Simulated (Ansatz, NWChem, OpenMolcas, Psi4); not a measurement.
## Errors in the dipole moment

10 molecules; the dipole moment in D, computed less measured. Shapes, held fixed at every level: PBE0-D4/def2-TZVP. No vibrational averaging. Dipoles are compared by magnitude; molecules under 1 D, whose direction can flip, are left out. Programs: Ansatz 0.2.0, NWChem 7.3.0, OpenMolcas 26.06, Psi4 1.11. A level may come from different programs for different species; with the same settings they agree closely. Measured values: NIST CCCBDB.

Levels: A = PBE/aug-cc-pVDZ; B = B3LYP/aug-cc-pVDZ; C = BHLYP/aug-cc-pVDZ.

```
                     molecule  measured      A      B      C
     CH2Cl2 (dichloromethane)      1.60  +0.01  +0.07  +0.14
      CH2F2 (difluoromethane)      1.97  -0.19  -0.05  +0.08
CHBrF2 (bromodifluoromethane)      1.50  -0.19  -0.12  -0.03
        SiH3Cl (chlorosilane)      1.31  -0.01  +0.07  +0.16
 C2H2F2 (vinylidene fluoride)      1.38  -0.30  -0.13  +0.03
       C2H3Br (vinyl bromide)      1.42  -0.05  +0.03  +0.15
     C2H3FO (acetyl fluoride)      2.96  -0.09  +0.03  +0.17
             C2H4S (thiirane)      1.85  +0.02  +0.06  +0.16
           CH5N (methylamine)      1.31  -0.05  -0.01  +0.03
           C2H5F (SMILES CCF)      1.96  -0.13  -0.03  +0.07
```

(1) Which level does best on this set, which worst, and which err to one side?

Answers

(1) 
```json
{"level": "PBE/aug-cc-pVDZ", "kind": "GGA", "mean error": "-0.098", "mean absolute error": "0.104", "worst case": "C2H2F2"}
{"level": "B3LYP/aug-cc-pVDZ", "kind": "global hybrid", "mean error": "-0.008", "mean absolute error": "0.060", "worst case": "C2H2F2"}
{"level": "BHLYP/aug-cc-pVDZ", "kind": "global hybrid", "mean error": "+0.096", "mean absolute error": "0.102", "worst case": "C2H3FO"}
```

On this set B3LYP/aug-cc-pVDZ has the smallest mean absolute error and PBE/aug-cc-pVDZ the largest. Without C2H2F2 the largest would be that of BHLYP/aug-cc-pVDZ. PBE/aug-cc-pVDZ is too low in 8 of 10; BHLYP/aug-cc-pVDZ is too high in 9 of 10. The largest two are near a tie. Relativity is left out for Br. The set is small.
